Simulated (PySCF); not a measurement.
## Stretching SmO

Set-up: Sm x2c-TZVPall, O x2c-TZVPall; spin-free X2C with a Gaussian nucleus (PySCF 2.14). Energies in eV from Sm (4f6 6s2) + O in their ground configurations at the same level. State: septet, about 5.7 electrons in the 4f shell (Mulliken), real f orbitals that mix terms.

All columns are TPSS. A positive dipole means Sm(−)O(+).

| R (Å) | E (eV) | μ (D) | Mulliken charge on Sm (basis-dependent) | HOMO (eV) | LUMO (eV) | Mayer bond order | ⟨S²⟩ |
| --- | --- | --- | --- | --- | --- | --- | --- |
| 1.573 | -4.620 | -0.85 | 0.38 | -2.68 | -2.89 | 2.24 | 12.02 |
| 1.646 | -5.493 | -1.84 | 0.45 | -2.74 | -2.80 | 2.19 | 12.02 |
| 1.719 | -6.011 | -2.79 | 0.51 | -2.81 | -2.77 | 2.15 | 12.03 |
| 1.774 | -6.218 | -3.46 | 0.55 | -2.86 | -2.77 | 2.11 | 12.03 |
| 1.829 | -6.303 | -4.10 | 0.59 | -2.92 | -2.79 | 2.08 | 12.03 |
| 1.884 | -6.291 | -4.69 | 0.62 | -2.98 | -2.81 | 2.05 | 12.04 |
| 1.957 | -6.159 | -5.40 | 0.65 | -3.05 | -2.85 | 2.02 | 12.04 |
| 2.049 | -5.862 | -6.19 | 0.68 | -3.15 | -2.91 | 1.99 | 12.06 |
| 2.158 | -5.390 | -6.95 | 0.69 | -3.26 | -2.99 | 1.97 | 12.08 |
| 2.304 | -4.676 | -7.65 | 0.69 | -3.39 | -3.10 | 1.94 | 12.13 |

A fit through these points gives, at Re = 1.848 Å, μ = -4.31 D and dμ/dR = -10.9 D/Å; the reduced mass is 14.47 u.

Task: How strong is the fundamental in the double-harmonic approximation, I = 42.26·(dμ/dR)²/μred km/mol?

Result: I = 42.26·(-10.9)²/14.47 = 347 km/mol at TPSS.

⟨S²⟩ of the unrestricted solution departs from its pure value on part of the curve, where spin states mix. Spin–orbit coupling is left out, which matters for elements this heavy, above all for dissociation energies. The state is the lowest single determinant that the PBE0 search found; with open d or f shells the true ground state can be another one.

At some distances an empty level lies below a filled one, because the occupation is held.
